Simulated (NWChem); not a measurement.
System: C2H6NO cation; SMILES CC(N)=[OH+]

NWChem input:

```
start job
memory heap 200 mb stack 900 mb global 1100 mb
charge 1
geometry units angstroms noautoz
  C      0.148485    -1.408214     0.001206
  C     -0.005244     0.063343     0.000463
  N      1.012365     0.873986    -0.000274
  O     -1.171441     0.622377    -0.000023
  H     -0.351138    -1.826242     0.890503
  H      1.200043    -1.717626     0.006410
  H     -0.344691    -1.827209    -0.891154
  H      0.867454     1.883802    -0.001001
  H      1.965949     0.524764    -0.000322
  H     -1.906677    -0.010805     0.000761
end
basis spherical
  * library 6-31g*
end
dft
  xc xpbe96 cpbe96
  iterations 150
end
tddft
  nroots 6
  notriplet
end
task tddft energy
```

Structure relaxed at the PBE0/def2-SVP level.

Vertical excitations in the gas phase.

### Question
Predict the main results of this run. (PBE/6-31G* (spherical d), full TDDFT.) Quantities: lowest excitation, singlet (eV); oscillator strength of that lowest state; lowest state with f > 0.02, singlet (eV); oscillator strength of that bright state; orbital gap (eV).

### Answer
The lowest excitation, singlet (eV) comes out as 7.75 and the oscillator strength of that lowest state is 0.001. The lowest state with f > 0.02, singlet (eV) is 8.13, the oscillator strength of that bright state is 0.259 and the orbital gap (eV) is 6.24.
